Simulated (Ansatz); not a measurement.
Cu5Te, relaxed as a doublet with UKS PBE-D4/def2-SVP in Ansatz, starting from the GFN1-xTB geometry. Force threshold 0.02 eV/Å.

In the def2 sets Te takes a core potential; there is no spin–orbit coupling. Another isomer (doublet) lies 0.24 eV lower at PBE0-D4/def2-SVP; other spin states weren't run for this one.

Start:

```xyz
6

Cu    1.429    0.444   -1.002
Cu    0.763    0.386    1.360
Cu   -1.342    1.231    2.052
Cu    0.666   -1.603   -0.099
Cu   -1.123    0.312   -0.093
Te   -0.393   -0.771   -2.218
```

Estimate the energy that the relaxation releases and the steps that it takes.

0.08 eV, in 5 steps; 35 s on 4 threads of Arm Neoverse V1 on a shared host. No frequencies were taken in this run, so the end may be a saddle point.

Does the start keep its bonding?

By distances, no bond broke or formed. The bond that changes most is Cu5–Te6, from 2.49 to 2.55 Å (atoms count from 1).

Predict the relaxed structure.


```xyz
6

Cu    1.312    0.515   -0.954
Cu    0.812    0.359    1.411
Cu   -1.289    1.208    2.024
Cu    0.587   -1.560   -0.054
Cu   -1.047    0.313   -0.127
Te   -0.375   -0.836   -2.301
```
Bond lengths (bridged metal pairs left out): 5 × Cu–Cu 2.34 to 2.43 Å; 3 × Cu–Te 2.55 Å.
